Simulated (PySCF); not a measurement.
## Trend along the chalcogens: MH anions

CCSD(T) with double-zeta basis sets in PySCF, for the lowest determinant that a PBE0 search found; no spin–orbit coupling. De refers to high-spin ground-configuration atoms (the charge goes to the atom of lower measured ionisation energy or higher electron affinity, which is not always the lowest computed limit).

| M | basis | reference, frozen orbitals | charged atom | state (unpaired electrons) | Re (Å) | ωe (cm⁻¹) | De (eV) |
| --- | --- | --- | --- | --- | --- | --- | --- |
| O | aug-cc-pVDZ | RHF, 1 | O− | singlet (closed shell) | 0.974 | 3687 | n/a |
| S | aug-cc-pVDZ/aug-cc-pV(D+d)Z | RHF, 5 | S− | singlet (closed shell) | 1.358 | 2630 | n/a |
| Se | def2-SVPD | RHF, 9 | Se− | singlet (closed shell) | 1.476 | 2381 | n/a |
| Te | aug-cc-pVDZ-PP/aug-cc-pVDZ | RHF, 4 | Te− | singlet (closed shell) | 1.675 | 2047 | n/a |

The shortest bond is that of OH⁻ (0.974 Å), the longest that of TeH⁻ (1.675 Å).

The rows differ in basis set, which adds steps of its own.

Down a group the atoms grow and get heavier, so bonds lengthen and wavenumbers fall; this series shows no clear exception.

Correlated steps freeze the inner cores (1 to 9 orbitals); shallow outer-core shells are correlated. These are scalar-relativistic numbers at best; spin–orbit coupling would shift them, the dissociation energy most. The CCSD T1 diagnostic is raised in OH⁻, a sign that a single reference may not be enough there.
